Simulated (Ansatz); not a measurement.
Consider the ligand exchange at a Ge–F bond: `[OH][GeH]([OH])[F]` + HCl → `[OH][GeH]([OH])[Cl]` + H–F.

Program: Ansatz. Geometries: PBE0-D4/def2-TZVP. ΔE: electronic, gas phase. CCSD(T)/CBS is the MP2 limit (def2-TZVPP, def2-QZVPP) plus CCSD(T) − MP2 in def2-TZVPP, frozen cores. This one scheme is used for every species. DFT in def2-TZVPP. For Ge outer-core shells are correlated without core-valence functions, which leaves a few kJ/mol of doubt a bond. Scalar relativity is left out up to krypton. One conformer a species, not always the lowest.

```
             level  ΔE (kJ/mol)
            B97M-V          0.6
          PBE-QIDH         -8.2
SCS-MP2/def2-QZVPP         -3.5
      HF/CBS(def2)          6.3
```

What does CCSD(T)/CBS give? (An estimate is asked.)

Computed: -7.3 kJ/mol. The listed levels differ from it by 7.9, -0.9, 3.8, 13.6 kJ/mol.

What do rigid-rotor, harmonic-oscillator terms from PBE0-D4/def2-TZVP frequencies (298.15 K, 1 bar) make of the CCSD(T)/CBS value? (Best estimate.)

The calculation gave: ΔZPE = +4.6 kJ/mol, ΔH = -1.9 kJ/mol, ΔS = -1 J/(mol·K), ΔG = -1.6 kJ/mol.

Largest T1 diagnostic among the species: 0.012.

At CCSD(T), def2-SVP lies +16.7 kJ/mol from the extrapolated value and def2-TZVPP +4.8 kJ/mol. In def2-TZVPP, CCSD(T) changes the Hartree–Fock value by −6.9 kJ/mol (the triples alone add −1.6 kJ/mol) and MP2 by −11.7 kJ/mol.
